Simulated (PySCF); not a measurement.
## Electron correlation in Ca (calcium, neutral)

[Ar] 4s1 4p1, high-spin 3P determinant (an excited configuration). All numbers are calculated (PySCF 2.14, the spin-free X2C one-electron Hamiltonian (Gaussian nucleus), in ANO-RCC-VTZP (6s5p2d1f, 38 functions)). Frozen: [Ne]; 10 electrons correlated.

```csv
level,correlation energy (mhartree)
CCSD,-246.78
(T),-5.29
CCSD(T),-252.07
```

Diagnostics: T1 = 0.010, D1 = 0.0430, largest double amplitude 0.059.

**Question.** Is a single reference adequate?

**Answer.** Yes: T1 lies below 0.03 and no double amplitude reaches 0.07.

The basis was made for the ground configuration and has no added diffuse functions, which can raise the energy of the promoted electron.
